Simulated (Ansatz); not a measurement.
Computed with Ansatz on PBE0-D4/def2-TZVP structures; ΔE is electronic, products minus reactants. CBS: MP2 limit from def2 TZ/QZ plus the TZ coupled-cluster correction, frozen cores. This one scheme is used for every species. DFT in def2-TZVPP. B3LYP here is the variant with VWN-RPA as its local correlation; programs differ in this. One conformer a species, not always the lowest.

`N#C[SiH3]` + `O[Si](O)(Cl)Cl` → `O[Si](Cl)(Cl)O[SiH3]` + `C#N`  (ligand exchange at the Si–C bond)

```csv
level,ΔE (eV)
PBE-D4,-0.56
PBE0-D4,-0.61
B2PLYP,-0.67
r2SCAN,-0.63
B3LYP,-0.64
SCS-MP2/def2-TZVPP,-0.72
CCSD(T)/def2-TZVPP,-0.69
CCSD/CBS(def2),-0.72
```

Problem. What does CCSD(T)/CBS give? (Estimate.)

Solution. The calculation gave: -0.70 eV. The listed levels differ from it by 0.14, 0.09, 0.03, 0.07, 0.06, -0.02, 0.01, -0.02 eV.

Largest T1 diagnostic among the species: 0.014.

From PBE to PBE0 (25 % exact exchange), in def2-TZVPP and without D4, ΔE moves by −0.06 eV. In def2-TZVPP, CCSD(T) changes the Hartree–Fock value by +0.11 eV (the triples alone add +0.02 eV) and MP2 by +0.11 eV.
